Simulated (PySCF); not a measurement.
Heteronuclear NMR

Structure with atom numbers: `[H]/[N:1]=[CH:2]\[C:3]#[C:4][C@@H:5]1[SiH2:6][C@@H:7]1[SiH2:8][Cl:9]`; H(Xn) means a hydrogen on atom n. Ha(Si6) is cis to C4 on the ring; Ha(Si8) is pro-R; Hb(Si8) is pro-S; Hb(Si6) is trans to C4 on the ring.

Calculated, not measured (PySCF 2.14): GFN2-xTB structure, shieldings: GIAO PBE0/pcSseg-1. Non-relativistic Hamiltonian, no solvent model, single conformer.

**Question.** Where does 29Si resonate?

**Answer.** 
| atoms | environment | σ (ppm) | δ (ppm) |
| --- | --- | --- | --- |
| Si8 | silicon bonded to C, Cl, 2 H | 364.6 | -19.7 |
| Si6 | silicon bonded to 2 C, 2 H, in a 3-membered ring | 475.9 | -111.2 |

Shieldings were converted by a linear fit to measured shifts: 29Si: δ = 279.94 − 0.822σ (rms 8.9 ppm, 72 shifts, 25.8 ppm with the 6 outliers that the fit left out vs TMS, solution or neat liquid). Occasional misses reach two or three times the rms, and more in compound classes unlike the fitted ones.

On a 500 MHz spectrometer 29Si resonates near 99.3 MHz, so 1 ppm is 99.3 Hz.

**Question.** Predict the 15N NMR data.

**Answer.** 
```tsv
atoms	environment	σ (ppm)	δ (ppm)
N1	imine nitrogen	-116.0	-41.2
```

Shieldings were converted by a linear fit to measured shifts: 15N: δ = -148.07 − 0.921σ (rms 6.3 ppm, 71 shifts vs CH3NO2, solution or neat liquid). A few per cent of atoms miss by over 2 rms, more outside the fitted compound classes.

On a 300 MHz spectrometer 15N resonates near 30.4 MHz, so 1 ppm is 30.4 Hz.
